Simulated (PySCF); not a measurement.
A structure optimised at B3LYP-D3(BJ)/def2-TZVPD, used in a PySCF frequency run:

```xyz
3

Cd     0.0000     0.0000    -0.2754
H      0.0000     0.0000    -1.9104
F      0.0000     0.0000     1.6810
```
Charge 0, spin multiplicity 1.

Q: Write its SMILES, formula and point group.

A: [F][CdH], CdFH, C∞v

Q: What are its rotational constants (standard atomic weights)?

A: 7.6707 GHz (linear rotor, B only)
